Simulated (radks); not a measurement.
The numbers below are computed, except where a source is named.
Radial electron density D(r) = 4 pi r^2 rho(r) of an atom or ion with 39 electrons. Level of theory: non-relativistic Kohn-Sham, BLYP, spin-polarised, spherical densities, point nucleus (a radial shooting solver on a logarithmic mesh with Libxc functionals).

| r (bohr) | D(r) (e/bohr) | spin D(r) |
|---|---|---|
| 0.001834 | 1.747 | -0.0000421 |
| 0.002102 | 2.243 | -0.0000540 |
| 0.002408 | 2.871 | -0.0000692 |
| 0.002759 | 3.662 | -0.0000882 |
| 0.003161 | 4.651 | -0.000112 |
| 0.003621 | 5.878 | -0.000142 |
| 0.004148 | 7.389 | -0.000178 |
| 0.004753 | 9.230 | -0.000222 |
| 0.005489 | 11.59 | -0.000279 |
| 0.006289 | 14.25 | -0.000343 |
| 0.007205 | 17.36 | -0.000418 |
| 0.008254 | 20.91 | -0.000503 |
| 0.009457 | 24.88 | -0.000600 |
| 0.01083 | 29.20 | -0.000705 |
| 0.01241 | 33.72 | -0.000818 |
| 0.01422 | 38.24 | -0.000934 |
| 0.01629 | 42.50 | -0.00105 |
| 0.01867 | 46.17 | -0.00117 |
| 0.02139 | 48.93 | -0.00128 |
| 0.0245 | 50.49 | -0.00139 |
| 0.02807 | 50.69 | -0.00151 |
| 0.03216 | 49.59 | -0.00164 |
| 0.03685 | 47.55 | -0.00178 |
| 0.04221 | 45.23 | -0.00186 |
| 0.04836 | 43.49 | -0.00174 |
| 0.05541 | 43.23 | -0.00104 |
| 0.06348 | 45.09 | 0.000935 |
| 0.07273 | 49.08 | 0.00537 |
| 0.08332 | 54.41 | 0.0141 |
| 0.09623 | 59.79 | 0.0307 |
| 0.1102 | 62.68 | 0.0565 |
| 0.1263 | 61.97 | 0.0944 |
| 0.1447 | 57.43 | 0.146 |
| 0.1658 | 50.45 | 0.208 |
| 0.1899 | 43.62 | 0.276 |
| 0.2176 | 39.64 | 0.336 |
| 0.2493 | 39.81 | 0.375 |
| 0.2856 | 43.16 | 0.376 |
| 0.3273 | 46.75 | 0.329 |
| 0.3749 | 47.30 | 0.237 |
| 0.4296 | 43.04 | 0.122 |
| 0.4921 | 34.71 | 0.0236 |
| 0.5638 | 24.99 | -0.00901 |
| 0.646 | 16.86 | 0.0704 |
| 0.7401 | 12.02 | 0.288 |
| 0.8479 | 10.32 | 0.639 |
| 0.9714 | 10.28 | 1.07 |
| 1.113 | 10.26 | 1.48 |
| 1.275 | 9.334 | 1.77 |
| 1.461 | 7.532 | 1.86 |
| 1.687 | 5.277 | 1.73 |
| 1.933 | 3.388 | 1.45 |
| 2.214 | 1.997 | 1.09 |
| 2.537 | 1.096 | 0.740 |
| 2.907 | 0.5638 | 0.447 |
| 3.33 | 0.2680 | 0.237 |
| 3.815 | 0.1146 | 0.108 |
| 4.371 | 0.04262 | 0.0416 |
| 5.008 | 0.01328 | 0.0132 |
| 5.737 | 0.003345 | 0.00334 |
| 6.573 | 0.0006554 | 0.000655 |

What is the nuclear charge?

Answer. Z = 41. The innermost maximum, from 1s, lies near 1/Z = 0.0244 bohr (found: 0.0268), and its height grows with Z. The density is that of the niobium ion Nb2+ in [Kr] 4d3; the configuration itself is not fixed sharply by these data, and Z only to a few units. D(r) has 4 maxima, at r = 0.0268, 0.116, 0.357, 1.04 bohr, and minima at 0.0528, 0.232, 0.904 bohr, inside which lie 2.05, 11.19, 29.34 electrons.
